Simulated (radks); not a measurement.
The numbers below are computed, except where a source is named.
Q: He I, configuration [He] (the NIST ground configuration). Level of theory: scalar-relativistic Kohn-Sham, r2SCAN, spin-polarised, spherical densities, finite nucleus; meta-GGA in the generalised Kohn-Sham scheme; Gaussian nuclear charge, rms radius 1.6755 fm; hard spherical wall at 5 bohr (a radial shooting solver on a logarithmic mesh with Libxc functionals). Some entries of the table are withheld. Estimate them.

orbital  occ.  eigenvalue (eV)  <r> (bohr)
1s          2         -16.4952      0.9328
2p          0           9.3759       2.552
2s          0              (1)         (2)

A: 
(1) 2s eigenvalue (eV): 9.5194
(2) 2s <r> (bohr): 2.687
